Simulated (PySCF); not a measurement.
Gas-phase XPS of `CC(C)S(=O)(=O)Cl`, computed

Species: C3H7ClO2S.
Cartesian coordinates in Å at the PBE0-D3(BJ)/def2-SVP level; atoms count from 1:
```
atom  x, y, z in Å
C1    -0.3925    1.4360    0.2252
C2    -0.2699    0.0478   -0.3681
C3    -1.0150   -1.0472    0.3663
S4     1.4742   -0.4020   -0.5737
O5     1.5677   -1.7586   -1.0711
O6     2.1814    0.6892   -1.2107
Cl7    2.1093   -0.4449    1.4384
H8     0.1966    2.1662   -0.3453
H9    -1.4487    1.7423    0.2034
H10   -0.0511    1.4451    1.2705
H11   -0.5594    0.0601   -1.4354
H12   -0.6879   -1.1056    1.4146
H13   -0.8560   -2.0244   -0.1086
H14   -2.0910   -0.8196    0.3516
```

The calculation used delta-SCF UKS SCAN, pcX-2 on the ionised atom, pcseg-1 elsewhere, spin-free X2C in PySCF 2.14.0. These are vertical core ionisation energies against the vacuum level, from separate self-consistent calculations with and without the core hole.

Give the core binding energies atom by atom.

```csv
atom(s),bonded to,level,binding energy (eV),2p1/2 (eV),above the level's lowest (eV),count
Cl7,S,Cl 1s,2828.55,–,0.00,1
S4,"2 O (double bond), Cl and C",S 1s,2483.48,–,0.00,1
O5/O6,S (double bond),O 1s,538.38,–,0.00,2
C2,"S, 2 C and H",C 1s,292.33,–,+0.79,1
C1/C3,C and 3 H,C 1s,291.54,–,0.00,2
Cl7,S,Cl 2p3/2,205.95,207.61,0.00,1
```

Lowest listed C 1s: C1/C3, bonded to C and 3 H. Highest, 0.79 eV above it: C2, bonded to S, 2 C and H.

Which photon energy gives electrons from S 1s of S4 a kinetic energy of 200 eV, and what is their de Broglie wavelength?

hν = 2483.48 + 200 = 2683.48 eV, recoil neglected; λ = 12.264 Å/√(E/eV) = 0.87 Å.

What is the longest wavelength that can ionise S 1s of S4 vertically?

λ = hc/E = 12398.42 eV Å / 2483.48 eV = 4.992 Å.

Atoms equivalent by their bonding share one computed value, that of the first of them. Not every level is listed. Spin–orbit coupling isn't in the SCF: each 2p doublet comes from a relaxed spin-free hole plus a matrix of the shell (mean-field spin–orbit coupling and the ground-state 2p splitting), with 2p3/2 averaged over its two sublevels. 2p1/2 minus 2p3/2 (ligand field included): Cl 1.65 eV. The structure is a single PBE0-D3(BJ)/def2-SVP conformer in the gas phase; no vibrational or solvent corrections.
